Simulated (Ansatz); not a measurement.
F3Lu, triplet, geometry from GFN2-xTB (such geometries of metal compounds can be far from the true shape) (the multiplicity is a formal guess) (core potentials on Lu). Base run: PBE0/def2-SVP (Ansatz, an electronic-structure program).

Input for Ansatz:
Ansatz 0.2 input:
```yaml
crystal:
  periodic: [false, false, false]
  atoms:
    - {symbol: Lu, position_ang: [-0.00000000, -0.00000000, 0.00000000]}
    - {symbol: F, position_ang: [-1.64771969, -1.00501643, 0.04818735]}
    - {symbol: F, position_ang: [0.01290577, 1.79971734, -0.69872109]}
    - {symbol: F, position_ang: [1.63481392, -0.79470091, 0.65053373]}
basis:
  gaussian:
    orbitals: def2-SVP
hamiltonian:
  xc: pbe0
magnetization: {spin_polarized: true, initial_magnetization: 2}
```

The bond that is stretched is that between atoms 2 and 1. A test that says stable can miss a lower solution.

Variants of this job, named by their change:

```csv
change,ΔE vs base (mEh),<S^2>,stability test says
base,0.000,2.009,minimum
spin_polarized = on; lower_state_search = off,0.000,2.009,undecided (no full test)
spin_polarized = on; lower_state_search = standard,0.000,2.009,minimum
bond × 1.25,-3.630,2.004,minimum
spin_polarized = on; lower_state_search = off; bond × 1.25,-3.630,2.004,undecided (no full test)
spin_polarized = on; lower_state_search = standard; bond × 1.25,-3.630,2.004,minimum
bond × 1.5,-4.427,2.002,minimum
spin_polarized = on; lower_state_search = off; bond × 1.5,-4.388,2.002,undecided (no full test)
spin_polarized = on; lower_state_search = standard; bond × 1.5,-4.427,2.002,minimum
bond × 1.8,-4.642,2.002,minimum
spin_polarized = on; lower_state_search = off; bond × 1.8,-4.576,2.002,undecided (no full test)
spin_polarized = on; lower_state_search = standard; bond × 1.8,-4.642,2.002,minimum
bond × 2.2,-3.846,2.002,minimum
```

On stretching, the SCF can end on different states; <S^2> shows the spin contamination of each.
